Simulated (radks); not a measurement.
Isoelectronic series with 47 electrons, all held in the configuration [Kr] 4d10 5s1, which need not be the ground one along the series. Calculated with a radial shooting solver on a logarithmic mesh with Libxc functionals: non-relativistic Kohn-Sham, r2SCAN, spin-polarised, spherical densities, point nucleus; open shells are filled with parallel spins first (spin-orbit coupling, left out, can overturn this in heavy ions); meta-GGA in the generalised Kohn-Sham scheme. Total energies (hartree) and orbital eigenvalues (hartree) (* marks an orbital that is empty in some or all of the ions):

| ion | E (hartree) | 5s down* | 5s up | 4d down | 4d up |
|---|---|---|---|---|---|
| Ag | -5200.07617 | -0.11126 | -0.16634 | -0.29458 | -0.30101 |
| In2+ | -5741.75425 | -0.77742 | -0.85724 | -1.38841 | -1.39827 |
| Sb4+ | -6312.60421 | -1.68832 | -1.78844 | -2.85628 | -2.86838 |
| I6+ | -6912.46414 | -2.80411 | -2.92343 | -4.63887 | -4.65288 |
| Cs8+ | -7541.2450 | -4.10915 | -4.24730 | -6.71276 | -6.72852 |
| La10+ | -8198.8897 | -5.59509 | -5.75194 | -9.06571 | -9.08314 |
| Pr12+ | -8885.3586 | -7.25682 | -7.43235 | -11.69035 | -11.70940 |
| Pm14+ | -9600.6228 | -9.09092 | -9.28515 | -14.58185 | -14.60246 |
| Eu16+ | -10344.6603 | -11.09498 | -11.30792 | -17.73680 | -17.75896 |
| Tb18+ | -11117.4538 | -13.26720 | -13.49891 | -21.15275 | -21.17642 |
| Ho20+ | -11918.9897 | -15.60624 | -15.85674 | -24.82783 | -24.85299 |
| Tm22+ | -12749.2571 | -18.11103 | -18.38038 | -28.76061 | -28.78724 |
| Lu24+ | -13608.2467 | -20.78073 | -21.06897 | -32.94994 | -32.97803 |
| Ta26+ | -14495.9511 | -23.61469 | -23.92183 | -37.39492 | -37.42446 |
| Re28+ | -15412.3640 | -26.61233 | -26.93842 | -42.09480 | -42.12578 |
| Ir30+ | -16357.4800 | -29.77321 | -30.11827 | -47.04898 | -47.08138 |
